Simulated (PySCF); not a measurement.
# Partial charges of `CC#C/C=C(/C=O)C(=O)O`

Compound: C7H6O3.
Atom-mapped SMILES: `[CH3:1][C:2]#[C:3]/[CH:4]=[C:5](/[CH:6]=[O:7])[C:8](=[O:9])[OH:10]` (hydrogens: H11, H12, H13 on C1; H14 on C4; H15 on C6; H16 on O10)

Geometry (GFN2-xTB, Å), atoms numbered from 1 in this order:
```xyz
16
C7H6O3 angstrom
C      3.272   -1.260    0.162
C      2.124   -0.421   -0.039
C      1.137    0.260   -0.196
C      0.046    1.093   -0.400
C     -1.257    0.778   -0.169
C     -2.283    1.790   -0.442
O     -2.050    2.897   -0.863
C     -1.642   -0.550    0.344
O     -0.875   -1.447    0.597
O     -2.970   -0.688    0.514
H      2.963   -2.235    0.537
H      3.946   -0.794    0.881
H      3.804   -1.387   -0.780
H      0.252    2.090   -0.777
H     -3.313    1.461   -0.231
H     -3.161   -1.577    0.852
```

Density: PBE0/pcSseg-1 (PySCF); schemes: Mulliken, IAO, Hirshfeld and ESP-fitted. Geometry: GFN2-xTB, one conformer, isolated molecule. GFN2-xTB frequencies show an imaginary mode (22i cm⁻¹), so this geometry is no minimum at that level.

**Question.** Atoms with like bonding are taken together and averaged. Do the Mulliken, IAO, Hirshfeld and ESP-fitted schemes agree on where the charge is highest?

**Answer.** All schemes agree: Mulliken C8 (+0.566); IAO C8 (+0.515); Hirshfeld C8 (+0.198); ESP-fitted C8 (+0.673).

**Question.** At which atom do the 4 schemes differ most?

**Answer.** At C3: from -0.415 (ESP-fitted) to +0.200 e (Mulliken), 0.615 e apart.

**Question.** For which atoms does the sign change between the 4 schemes (beyond +0.03 e in one, beyond −0.03 e in another)?

**Answer.** C2, C3 and C4. Atomic charges aren't observables, and each scheme defines them in its own way.

**Question.** What partial charge does each atom carry?

**Answer.** In e; atoms taken as equivalent share a row and are averaged (×n: the atom named and its like, n in all):

```json
{"atom": "C1", "environment": "propargylic carbon", "Mulliken": "-0.196", "IAO": "-0.439", "Hirshfeld": "-0.087", "ESP-fitted": "-0.535"}
{"atom": "C2", "environment": "alkyne carbon", "Mulliken": "-0.227", "IAO": "+0.041", "Hirshfeld": "+0.008", "ESP-fitted": "+0.312"}
{"atom": "C3", "environment": "alkyne carbon", "Mulliken": "+0.200", "IAO": "-0.059", "Hirshfeld": "-0.055", "ESP-fitted": "-0.415"}
{"atom": "C4", "environment": "alkene CH carbon", "Mulliken": "-0.059", "IAO": "-0.054", "Hirshfeld": "+0.019", "ESP-fitted": "+0.175"}
{"atom": "C5", "environment": "fully substituted alkene carbon", "Mulliken": "-0.483", "IAO": "-0.133", "Hirshfeld": "-0.035", "ESP-fitted": "-0.188"}
{"atom": "C6", "environment": "aldehyde carbon", "Mulliken": "+0.401", "IAO": "+0.240", "Hirshfeld": "+0.107", "ESP-fitted": "+0.340"}
{"atom": "O7", "environment": "aldehyde oxygen", "Mulliken": "-0.367", "IAO": "-0.406", "Hirshfeld": "-0.229", "ESP-fitted": "-0.444"}
{"atom": "C8", "environment": "carboxylic acid carbon", "Mulliken": "+0.566", "IAO": "+0.515", "Hirshfeld": "+0.198", "ESP-fitted": "+0.673"}
{"atom": "O9", "environment": "acid carbonyl oxygen", "Mulliken": "-0.404", "IAO": "-0.462", "Hirshfeld": "-0.265", "ESP-fitted": "-0.515"}
{"atom": "O10", "environment": "acid hydroxyl oxygen", "Mulliken": "-0.379", "IAO": "-0.487", "Hirshfeld": "-0.166", "ESP-fitted": "-0.604"}
{"atom": "H11/H12/H13", "environment": "methyl hydrogen", "Mulliken": "+0.159", "IAO": "+0.182", "Hirshfeld": "+0.069", "ESP-fitted": "+0.187"}
{"atom": "H14", "environment": "vinylic hydrogen", "Mulliken": "+0.133", "IAO": "+0.199", "Hirshfeld": "+0.069", "ESP-fitted": "+0.139"}
{"atom": "H15", "environment": "formyl hydrogen", "Mulliken": "+0.090", "IAO": "+0.123", "Hirshfeld": "+0.037", "ESP-fitted": "+0.065"}
{"atom": "H16", "environment": "acid proton", "Mulliken": "+0.247", "IAO": "+0.377", "Hirshfeld": "+0.190", "ESP-fitted": "+0.436"}
```

Mean size of the charges over all atoms: ESP-fitted 0.338 e, Mulliken 0.264 e, IAO 0.255 e, Hirshfeld 0.105 e. Each set sums to the total charge, 0, to within 0.001 e. The Mulliken scheme counts on each atom the diagonal of the density matrix times the overlap matrix over that atom's basis functions. The Hirshfeld scheme weights the molecular density at each point by an atom's share of the summed free-atom densities.

**Question.** How many electrons does the ESP-fitted scheme count on O10?

**Answer.** Z − q = 8 − (-0.604) = 8.604.

**Question.** How closely do the schemes follow one another over all atoms?

**Answer.** Correlation coefficient and root-mean-square difference: IAO with Hirshfeld 0.95, 0.182 e; IAO with ESP-fitted 0.94, 0.143 e; Hirshfeld with ESP-fitted 0.91, 0.269 e; Mulliken with IAO 0.87, 0.156 e; Mulliken with Hirshfeld 0.83, 0.206 e; Mulliken with ESP-fitted 0.74, 0.256 e.
